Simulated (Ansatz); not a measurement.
Computed with Ansatz on PBE0-D4/def2-TZVP structures; ΔE is electronic, products minus reactants. CCSD(T)/CBS is the MP2 limit (def2-TZVPP, def2-QZVPP) plus CCSD(T) − MP2 in def2-TZVPP, frozen cores. This one scheme is used for every species, atoms too. Functionals use def2-TZVPP. HSE06 is defined as in plane-wave codes. Open shells (•) are unrestricted, without spin–orbit coupling. Spin–orbit coupling would lower the free atoms: a little for F. For Ge outer-core shells are correlated without core-valence functions, so the limit isn't a true one: a few kJ/mol of doubt a bond, and 10 to 20 or more in all where bonds break to atoms. Scalar relativity is left out up to krypton.

Reaction (hydrogen abstraction from a B–H bond): `C[BH][GeH3]` + F• → `C[B][GeH3]`• + H–F

```tsv
level	ΔE (kJ/mol)	difference from CCSD(T)/CBS
revPBE-D4	-155.7	-6.3
r2SCANh-D4	-145.9	3.5
HSE06-D4	-144.5	4.9
BHLYP-D4	-109.8	39.6
ωB97X-V	-132.4	17.0
ωB97M-V	-133.2	16.2
PBE-QIDH	-137.9	11.5
CCSD/def2-SVP	-108.8	40.6
MP2/def2-TZVPP	-161.4	-12.0
HF/CBS(def2)	-54.5	94.9
CCSD(T)/CBS	-149.4	0
```

Largest T1 diagnostic among the species: 0.013.

From BLYP to BHLYP (50 % exact exchange), in def2-TZVPP and without D4, ΔE moves by +45.4 kJ/mol. At CCSD(T), def2-SVP lies +39.1 kJ/mol from the extrapolated value and def2-TZVPP +12.3 kJ/mol. In def2-TZVPP, CCSD(T) changes the Hartree–Fock value by −84.1 kJ/mol (the triples alone add −6.0 kJ/mol) and MP2 by −108.5 kJ/mol.

CCSD(T)/CBS has its own doubt, a few kJ/mol and more with outer-core shells, so smaller differences from it don't rank the levels.
